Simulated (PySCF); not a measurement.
A calculated (B3LYP, PySCF 2.14, aug-cc-pVDZ-DK, scalar relativity by spin-free X2C-1e) atom or ion has these occupied shells.

| shell | electrons | orbital energy (eV) | rms radius, mean of both spins (bohr) |
| --- | --- | --- | --- |
| 1s α | 1 | -2774.3 | 0.105 |
| 1s β | 1 | -2774.1 | 0.105 |
| 2s α | 1 | -260.60 | 0.482 |
| 2s β | 1 | -260.42 | 0.482 |
| 2p α | 3 | -197.93 | 0.453 |
| 2p β | 3 | -197.65 | 0.453 |
| 3s α | 1 | -23.353 | 1.66 |
| 3s β | 1 | -21.893 | 1.66 |
| 3p α | 3 | -10.234 | 2.03 |
| 3p β | 2 | -9.299 | 2.03 |

Q: Name the element and its charge.

A: Cl (chlorine, neutral), in [Ne] 3s2 3p5, 2P determinant.
